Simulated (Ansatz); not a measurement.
Reaction (β-hydride elimination): `C[NH][GeH]([Cl])[O]C` → `C[O][GeH2][Cl]` + `C=N`

Isolated molecules relaxed with PBE0-D4/def2-TZVP in Ansatz; ΔE leaves out vibrations. CBS: MP2 limit from def2 TZ/QZ plus the TZ coupled-cluster correction, frozen cores. This one scheme is used for every species. DFT in def2-TZVPP. For Ge outer-core shells are correlated without core-valence functions, which leaves a few kJ/mol of doubt a bond. Scalar relativity is left out up to krypton. Each species was taken in one conformer, which may not be the lowest.

```
             level  ΔE (kJ/mol)  difference from CCSD(T)/CBS
         r2SCAN-D4        160.1                          4.4
           PBE0-D4        166.7                         11.0
           ωB97X-V        161.3                          5.6
           ωB97M-V        155.9                          0.2
            B2PLYP        143.0                        -12.7
SCS-MP2/def2-TZVPP        151.6                         -4.1
   CCSD/def2-TZVPP        150.2                         -5.5
CCSD(T)/def2-TZVPP        151.4                         -4.3
SCS-MP2/def2-QZVPP        153.5                         -2.2
     MP2/CBS(def2)        170.9                         15.2
       CCSD(T)/CBS        155.7                            0
```

Largest T1 diagnostic among the species: 0.012.

In def2-TZVPP, CCSD(T) changes the Hartree–Fock value by +25.9 kJ/mol (the triples alone add +1.2 kJ/mol) and MP2 by +41.1 kJ/mol. The D4 term adds +19.3 kJ/mol with B3LYP and +10.8 kJ/mol with PBE0; it sums over pairs of atoms, weighted by their polarisabilities, and B3LYP, whose exchange is more repulsive, gets the larger term.

B3LYP here is the variant with VWN-RPA as its local correlation; programs differ in this.
